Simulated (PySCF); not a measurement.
Molfile (atoms numbered from 1):
```
C3H7F3N2OSi
     RDKit          3D

 17 16  0  0  0  0  0  0  0  0999 V2000
    2.9301    0.0763    0.1896 N   0  0  0  0  0  0  0  0  0  0  0  0
    1.3607   -0.3275    0.7393 Si  0  0  0  0  0  4  0  0  0  0  0  0
   -0.0004    0.2906   -0.2822 N   0  0  0  0  0  0  0  0  0  0  0  0
   -0.0155    1.6446   -0.4439 C   0  0  0  0  0  0  0  0  0  0  0  0
    0.8365    2.3704    0.0208 O   0  0  0  0  0  0  0  0  0  0  0  0
   -1.0857   -0.5065   -0.7790 C   0  0  0  0  0  0  0  0  0  0  0  0
   -2.1720   -0.7083    0.2591 C   0  0  0  0  0  0  0  0  0  0  0  0
   -1.6870   -1.2984    1.3556 F   0  0  0  0  0  0  0  0  0  0  0  0
   -2.7084    0.4555    0.6313 F   0  0  0  0  0  0  0  0  0  0  0  0
   -3.1478   -1.4780   -0.2254 F   0  0  0  0  0  0  0  0  0  0  0  0
    3.1780    1.0602    0.1695 H   0  0  0  0  0  0  0  0  0  0  0  0
    3.3423   -0.4266   -0.5870 H   0  0  0  0  0  0  0  0  0  0  0  0
    1.1379    0.1821    2.1136 H   0  0  0  0  0  0  0  0  0  0  0  0
    1.1926   -1.8039    0.6360 H   0  0  0  0  0  0  0  0  0  0  0  0
   -0.8687    2.0308   -1.0525 H   0  0  0  0  0  0  0  0  0  0  0  0
   -1.5562   -0.0344   -1.6566 H   0  0  0  0  0  0  0  0  0  0  0  0
   -0.7363   -1.5031   -1.0876 H   0  0  0  0  0  0  0  0  0  0  0  0
  1  2  1  0
  2  3  1  0
  3  4  1  0
  4  5  2  0
  3  6  1  0
  6  7  1  0
  7  8  1  0
  7  9  1  0
  7 10  1  0
  1 11  1  0
  1 12  1  0
  2 13  1  0
  2 14  1  0
  4 15  1  0
  6 16  1  0
  6 17  1  0
M  END
```

Geometry: PBE0-D3(BJ)/def2-SVP; GIAO shifts from PySCF 2.14, gas phase, non-relativistic, averaged over equivalent atoms.

At PBE0/pcSseg-1 (212 basis functions, 30 s wall time on 1 thread of an x86-64 server CPU, shared host):
```csv
atoms,δ (ppm)
N3,142.6
N1,26.9
Si2,-33.8
C4,173.2
C7,128.8
C6,47.9
O5,455.8
F8/F9/F10,-90.4
H15,8.10
H13/H14,4.74
H16/H17,3.29
H11/H12,1.25
```

Chemical shifts δ = σref − σ; NH3 for 15N (σ = 265.67 ppm); 29Si (σ = 351.99 ppm) and 13C (σ = 184.41 ppm) and 1H (σ = 31.27 ppm) vs TMS; 17O (σ = 334.56 ppm) against H2O; CFCl3 for 19F (σ = 177.25 ppm), all at this level.

Estimate the result of repeating the calculation with wB97X-D/pcSseg-1.

Answers


```tsv
atoms	δ at wB97X-D/pcSseg-1	change
N3	138.4	-4.2
N1	24.3	-2.6
Si2	-33.0	+0.8
C4	174.9	+1.7
C7	128.9	+0.1
C6	48.6	+0.7
O5	450.0	-5.8
F8/F9/F10	-83.4	+7.0
H15	8.06	-0.04
H13/H14	4.66	-0.08
H16/H17	3.28	-0.01
H11/H12	1.25	+0.00
```

Shifts are taken against calculated references (same method and geometry level): 15N (σ = 263.98 ppm) against NH3; TMS for 29Si (σ = 352.93 ppm) and 13C (σ = 184.54 ppm) and 1H (σ = 31.38 ppm); 17O (σ = 333.19 ppm) against H2O; 19F (σ = 187.16 ppm) against CFCl3.

The largest change is at F8/F9/F10 (fluorine of a CF3 group). Cost: 212 basis functions, 37 s wall time on 1 thread of an x86-64 server CPU, shared host. The order of the carbon signals is the same at both levels.

Unscaled 19F shifts against computed CFCl3 carry errors that often reach 10 to 50 ppm. Unscaled 17O shifts of doubly bonded oxygen tend to come out too high, by tens of ppm or more. Experimental scales use liquid or dissolved standards, which lie at an offset from isolated NH3 (liquid NH3: subtract about 20 ppm) and H2O (liquid H2O: subtract about 36 ppm).
